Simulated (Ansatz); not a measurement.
`CB(C)[SiH2]Cl` + `B[CH2][GeH3]` → `B[CH2][GeH2][CH3]` + `CB[SiH2]Cl`  (formal exchange of groups at a C–B bond)

Calculated with Ansatz (gas phase, PBE0-D4/def2-TZVP geometries, no zero-point term in ΔE). CCSD(T)/CBS adds triple-zeta CCSD(T) − MP2 to the extrapolated MP2 energy (def2 sets, frozen cores). Functionals use def2-TZVPP. B3LYP here is the variant with VWN-RPA as its local correlation; programs differ in this. For Ge outer-core shells are correlated without core-valence functions, which leaves a few kJ/mol of doubt a bond. Scalar relativity is left out up to krypton. One conformer a species, not always the lowest.

`CB(C)[SiH2]Cl`:

Cartesian coordinates in Å:
```
C -1.484 0.559 0.461
B -0.110 -0.101 0.154
C 0.375 -1.375 0.913
Si 1.110 0.669 -1.267
Cl 0.425 2.478 -2.012
H -2.158 0.197 -0.333
H -1.931 0.260 1.413
H -1.495 1.647 0.363
H 1.112 -1.995 0.397
H 0.880 -0.987 1.813
H -0.443 -2.003 1.277
H 2.487 0.909 -0.750
H 1.232 -0.257 -2.428
```

`B[CH2][GeH3]`:

```xyz
10

B    -0.523   -0.771    1.204
C    -0.357    0.605    0.567
Ge    0.563    0.176   -1.149
H    -1.477   -1.450    0.949
H     0.340   -1.231    1.897
H     0.323    1.297    1.067
H    -1.271    1.112    0.251
H    -0.334   -0.696   -2.039
H     1.891   -0.552   -0.891
H     0.844    1.510   -1.856
```

`B[CH2][GeH2][CH3]`:

Cartesian coordinates in Å:
```
B -0.115 1.178 1.663
C -0.035 1.396 0.159
Ge 0.719 -0.425 -0.232
C -0.587 -1.450 -1.252
H -1.069 0.633 2.148
H 0.808 1.459 2.374
H -0.969 1.434 -0.402
H 0.692 2.115 -0.217
H 1.037 -1.161 1.089
H 2.042 -0.240 -0.994
H -0.796 -0.956 -2.201
H -0.213 -2.455 -1.452
H -1.516 -1.529 -0.684
```

`CB[SiH2]Cl`:

Z-matrix (Å, degrees):
```
C
B 1 1.551
H 1 1.091 2 116.8
H 1 1.105 2 103.4 3 116.7
H 1 1.093 2 113.8 3 -130.0
Si 2 2.014 1 120.7 3 -16.4
H 2 1.198 1 119.2 3 165.5
Cl 6 2.067 2 113.5 1 -167.0
H 6 1.489 2 111.8 1 -45.8
H 6 1.490 2 109.4 1 73.2
```

```csv
level,ΔE (kJ/mol),difference from CCSD(T)/CBS
PBE-D4,27.0,5.6
r2SCAN-D4,26.7,5.3
PBE0-D4,26.4,5.0
B3LYP-D4,27.1,5.7
ωB97X-V,24.5,3.1
ωB97M-V,24.8,3.4
B2PLYP,22.5,1.1
PBE,25.4,4.0
r2SCAN,26.2,4.8
PBE0,25.0,3.6
B3LYP,24.7,3.3
HF/def2-TZVPP,23.4,2.0
MP2/def2-TZVPP,18.2,-3.2
SCS-MP2/def2-TZVPP,18.0,-3.4
CCSD/def2-TZVPP,19.8,-1.6
CCSD(T)/def2-TZVPP,19.5,-1.9
HF/def2-QZVPP,24.0,2.6
MP2/def2-QZVPP,19.5,-1.9
SCS-MP2/def2-QZVPP,19.3,-2.1
HF/CBS(def2),24.1,2.7
MP2/CBS(def2),20.0,-1.4
CCSD/CBS(def2),21.6,0.2
CCSD(T)/CBS,21.4,0
```

Largest T1 diagnostic among the species: 0.011.

In def2-TZVPP, CCSD(T) changes the Hartree–Fock value by −3.8 kJ/mol (the triples alone add −0.2 kJ/mol) and MP2 by −5.2 kJ/mol.
